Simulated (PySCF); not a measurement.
Co (cobalt, neutral) across methods

[Ar] 3d6 4s2 4p1, one real determinant (an excited configuration). All numbers are calculated (PySCF 2.14, scalar relativity by spin-free X2C-1e, in x2c-QZVPPall (11s7p5d4f2g, 103 functions)).

| method | E (hartree) | mean ε 4s α (eV) | mean ε 4s β (eV) | mean ε 4p α (eV) | Σ⟨r²⟩ (bohr²) | ⟨S²⟩ |
| --- | --- | --- | --- | --- | --- | --- |
| TPSS | -1393.034 | -8.249 | -6.669 | -3.234 | 44.22 | 8.759 |
| PBE | -1392.766 | -8.155 | -6.784 | -3.125 | 44.62 | 8.757 |
| PBE0 | -1392.792 | -9.162 | -7.540 | -3.937 | 44.42 | 8.758 |
| r2SCAN | -1392.984 | -8.422 | -6.887 | -3.369 | 44.18 | 8.764 |
| r2SCANh | -1392.975 | -8.798 | -7.187 | -3.661 | 44.19 | 8.763 |
| MN15 | -1393.862 | -9.642 | -8.390 | -4.229 | 45.26 | 8.756 |
| UHF | -1391.72649 | -11.422 | -8.926 | -5.721 | 45.64 | 8.759 |
| LDA | -1390.342 | -8.354 | -7.030 | -3.127 | 44.33 | 8.756 |
| r2SCAN0 | -1392.962 | -9.361 | -7.637 | -4.098 | 44.22 | 8.763 |

⟨L²⟩ = 8.03 against 12 for a pure F term, so this real determinant mixes terms.
